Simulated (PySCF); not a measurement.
# Computed properties of GaHI2O, SMILES [OH][Ga]([I])[I]

Ga(I)2(OH) (GaHI₂O), SMILES [OH][Ga]([I])[I]. Coordinates come from a r2SCAN-D4/def2-SVP optimisation. The structure was generated by enumeration; whether it is a known compound was not checked. The def2 effective core potentials stand for the cores of I; spin–orbit coupling is left out. Other conformers were not sampled. All values are computed for the isolated molecule unless a solvent is named; none is compared with measurement here.

**Structure.** The optimised structure has Cs symmetry. All 9 harmonic modes at r2SCAN-D4/def2-SVP (PySCF) are real, so it is a minimum. With heavy atoms numbered as in [Ga:1]([I:2])([I:3])[OH:4], the shortest bond between them is Ga1–O4 at 1.774 Å and the longest Ga1–I2 at 2.480 Å.

**Vibrations.** The strongest infrared lines (harmonic, unscaled, degenerate partners summed) lie at 807 cm⁻¹ (109 km/mol, H 91 %), 715 cm⁻¹ (109 km/mol, O 80 %, Ga 19 %), 347 cm⁻¹ (106 km/mol, H 92 %, O 8 %). The softest mode is at 66 cm⁻¹ and the zero-point energy is 9.4 kcal/mol.

**Electronic structure.** M06-2X/def2-TZVP (PySCF) places the frontier levels at -9.04 and -1.21 eV, a gap of 7.83 eV, and gives a dipole moment of 1.21 D and a mean polarisability of 92.3 bohr³. PBE/def2-TZVP (PySCF) at the same geometry gives -6.73 and -2.87 eV, so its gap is 3.97 eV narrower. An orbital gap is neither the optical nor the fundamental gap.

**Excitations.** TDDFT-CAM-B3LYP/def2-SVPD (PySCF) has S1 at 4.69 eV (265 nm, f = 0.026, weak); the most intense of the 10 singlets computed lies at 4.69 eV (f = 0.03). T1 (TDA) is at 4.27 eV. TDDFT-PBE/def2-SVPD (PySCF) puts S1 at 3.93 eV. No vertical singlet excitation falls in the visible range (under 3.1 eV).
